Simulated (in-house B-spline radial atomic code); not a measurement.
Configurations of Te⁺, with energies counted from [Kr] 4d10 5s2 5p3. Computed with a B-spline radial code for spherical atoms: scalar-relativistic (X2C) CAM-B3LYP, spin-polarised, spherical fractional occupations, Fermi nucleus of rms radius 4.7423 fm. Caution: exact exchange at fractional occupations of open shells leaves self-interaction of up to several eV. Shells without spins written out take the highest spin.

Occupations are held fixed; configurations that lie above the ionisation limit could autoionise.

```csv
configuration,E - E(ref) (eV),highest orbital,its <r> (bohr)
[Kr] 4d10 5s2 5p2 6d1,17.026,6d up,9.778
[Kr] 4d10 5s2 5p2 6f1,18.976,6f up,22.84
[Kr] 4d9 5s2 5p3 5f1,59.951,5f up,14.45
[Ar] 3d10 4s2 4p5 4d10 5s2 5p3 6s1,128.37,6s up,4.816
[Ar] 3d10 4s2 4p5 4d10 5s2 5p3 6p1,131.37,6p up,6.214
[Ar] 3d10 4s2 4p5 4d10 4f1 5s2 5p3,134.35,4f up,8.854
[Ar] 3d9 4s2 4p6 4d10 4f1 5s2 5p3,596.99,4f up,8.921
```

(1) Order these further configurations by energy, lowest first.
A. [Kr] 4d10 5s2 5p(2 up, 0 down) 5f(1 up, 0 down)
B. [Ar] 3d9 4s2 4p6 4d10 5s2 5p3 5d1
C. [Kr] 4d10 5s2 5p(2 up, 1 down)
D. [Ar] 3d(5 up, 4 down) 4s2 4p6 4d10 5s2 5p(1 up, 2 down) 6p(0 up, 1 down)
E. [Ar] 3d9 4s2 4p6 4d10 5s2 5p3 5f1

(2) How far above the reference does [Kr] 4d10 5s(1 up, 0 down) 5p(3 up, 0 down) 6p(0 up, 1 down) lie?

(3) How far above the reference does [Ar] 3d(4 up, 5 down) 4s2 4p6 4d10 5s2 5p(3 up, 1 down) lie?

## Answers

(1) C (4.472 eV), A (18.413 eV), B (592.84 eV), E (597.86 eV), D (598.98 eV).

(2) 21.015 eV; its least bound orbital is 6p down with <r> = 6.487 bohr.

(3) 582.84 eV; its least bound orbital is 5p down with <r> = 2.408 bohr.
